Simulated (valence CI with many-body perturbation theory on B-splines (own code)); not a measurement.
Results of a calculation; reference values are marked as such.
# Level structure of Ta LII

Method: valence CI with perturbative core correlation (CI+MBPT): four valence electrons over a frozen Dirac-Fock core [Ar], a basis of 7 s, 7 p, 8 d, 6 f, 4 g, 1 h functions for each j, with the one-electron correlation potential Σ1, the two-electron term Σ2, the three-electron term Σ3, Breit, model QED; selected CI, second order for the rest, scaled by the run's own slope (own B-spline code, finite nucleus).

The last digits are not significant, and no measured levels were compared; by estimate large intervals hold to a few tenths of a per cent, small ones and those within an open d or f shell to about a per cent. The list stops below the first excitations out of the core. Only levels of the ground parity were solved; by the run's estimate the other parity begins above the list, which can be wrong where configurations are misplaced.

Levels 1 to 30 of 30, with energies above the lowest level, (3d3/2^4) J=0. "Leading %" is the weight of the configuration and term that name the level; weights of strongly mixed levels are sums over their largest components and can fall short, so below about 35 % the name and the second component can differ from the true leading terms, or belong to a minority configuration. In the jj column 3d3/2^4 stands for four electrons in 3d with j = 3/2.

```
No.  Configuration  Term  J  E (eV)  Leading %      g  Second component               Leading jj
  1            3d4    3P  0    0.00         60              26 % 3d4 5D           3d3/2^4 (99 %)
  2            3d4    5D  1   59.65         57  1.490       43 % 3d4 3P     3d3/2^3 3d5/2 (99 %)
  3            3d4    3F  4   71.40         28  1.061       24 % 3d4 1G     3d3/2^3 3d5/2 (99 %)
  4            3d4    5D  2   74.32         34  1.199       18 % 3d4 3D     3d3/2^3 3d5/2 (94 %)
  5            3d4    3F  3   77.70         30  1.116       20 % 3d4 3G     3d3/2^3 3d5/2 (96 %)
  6            3d4    5D  0  127.84         67              23 % 3d4 1S   3d3/2^2 3d5/2^2 (98 %)
  7            3d4    5D  2  128.51         53  1.271       16 % 3d4 3F   3d3/2^2 3d5/2^2 (96 %)
  8            3d4    3H  4  130.63         40  1.140       36 % 3d4 5D   3d3/2^2 3d5/2^2 (98 %)
  9            3d4    5D  3  132.63         49  1.173       31 % 3d4 3G   3d3/2^2 3d5/2^2 (95 %)
 10            3d4    3H  5  136.28         67  1.078       33 % 3d4 3G  3d3/2^2 3d5/2^2 (100 %)
 11            3d4    1I  6  139.08         53  1.067       47 % 3d4 3H  3d3/2^2 3d5/2^2 (100 %)
 12            3d4    3D  1  141.28         42  1.071       40 % 3d4 3P   3d3/2^2 3d5/2^2 (97 %)
 13            3d4    3F  3  144.45         45  1.064       23 % 3d4 3D   3d3/2^2 3d5/2^2 (98 %)
 14            3d4    3G  4  144.77         54  1.027       40 % 3d4 1G   3d3/2^2 3d5/2^2 (99 %)
 15            3d4    3F  2  146.66         32  1.078       30 % 3d4 3D   3d3/2^2 3d5/2^2 (98 %)
 16            3d4    3F  2  159.06         51  0.970       28 % 3d4 3P   3d3/2^2 3d5/2^2 (97 %)
 17            3d4    3F  4  164.32         66  1.179       27 % 3d4 1G   3d3/2^2 3d5/2^2 (97 %)
 18            3d4    1D  2  176.65         42  1.127       32 % 3d4 3P   3d3/2^2 3d5/2^2 (95 %)
 19            3d4    3P  0  191.92         57              43 % 3d4 1S   3d3/2^2 3d5/2^2 (84 %)
 20            3d4    5D  4  199.22         38  1.161       24 % 3d4 3H     3d3/2 3d5/2^3 (96 %)
 21            3d4    3F  3  200.57         43  1.191       31 % 3d4 5D     3d3/2 3d5/2^3 (98 %)
 22            3d4    3D  1  205.63         49  0.997       28 % 3d4 3P     3d3/2 3d5/2^3 (98 %)
 23            3d4    3G  5  206.34         67  1.133       33 % 3d4 3H    3d3/2 3d5/2^3 (100 %)
 24            3d4    3H  6  206.93         53  1.077       47 % 3d4 1I    3d3/2 3d5/2^3 (100 %)
 25            3d4    3F  2  214.64         46  1.058       38 % 3d4 3P     3d3/2 3d5/2^3 (96 %)
 26            3d4    3D  3  216.60         37  1.086       32 % 3d4 1F     3d3/2 3d5/2^3 (99 %)
 27            3d4    1S  0  224.65         76              19 % 3d4 3P     3d3/2 3d5/2^3 (80 %)
 28            3d4    3F  3  231.42         64  1.054       32 % 3d4 1F    3d3/2 3d5/2^3 (100 %)
 29            3d4    3P  1  231.93         89  1.400        9 % 3d4 3D     3d3/2 3d5/2^3 (99 %)
 30            3d4    1G  4  232.08         65  1.045       24 % 3d4 3F     3d3/2 3d5/2^3 (98 %)
```

The ionisation energy to 3d3 4F_3/2 of the next ion comes out as 4745.2 eV (NIST: 4745 ± 4 eV (theoretical)). All 30 levels together are meant to be complete up to 236.15 eV.
